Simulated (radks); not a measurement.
Results of a calculation; reference values are marked as such.
Q: The mean radii <r> (bohr) of the occupied orbitals of an atom or ion are listed with their occupations. Code: a radial shooting solver on a logarithmic mesh with Libxc functionals. Model: Dirac Kohn-Sham, PW91, spin-unpolarised, spherical densities, finite nucleus; Fermi nuclear charge, rms radius of each element as measured or else 0.836 A^(1/3) + 0.57 fm.

| orbital | occ. | <r> |
|---|---|---|
| 1s1/2 | 2 | 0.02409 |
| 2s1/2 | 2 | 0.1026 |
| 2p1/2 | 2 | 0.08604 |
| 2p3/2 | 4 | 0.09235 |
| 3s1/2 | 2 | 0.2720 |
| 3p1/2 | 2 | 0.2617 |
| 3p3/2 | 4 | 0.2740 |
| 3d3/2 | 4 | 0.2452 |
| 3d5/2 | 6 | 0.2491 |
| 4s1/2 | 2 | 0.6226 |
| 4p1/2 | 2 | 0.6403 |
| 4p3/2 | 4 | 0.6683 |
| 4d3/2 | 4 | 0.7219 |
| 4d5/2 | 6 | 0.7320 |
| 5s1/2 | 2 | 1.506 |
| 5p1/2 | 2 | 1.694 |
| 5p3/2 | 4 | 1.779 |
| 4f5/2 | 3 | 1.140 |

Name the element and its charge. Open shells, if any, fill j = l - 1/2 first.

A: Z = 59, praseodymium, charge +2: Pr2+ in [Xe] 4f3. The 1s radius gives Z: for a bare nucleus <r> = (2 gamma + 1)/(2Z) with gamma = sqrt(1 - (Z/c)^2), 0.02377 bohr for Z = 59, and screening makes it slightly larger (0.02409 here). The occupations add up to 57, and the charge is Z minus that.
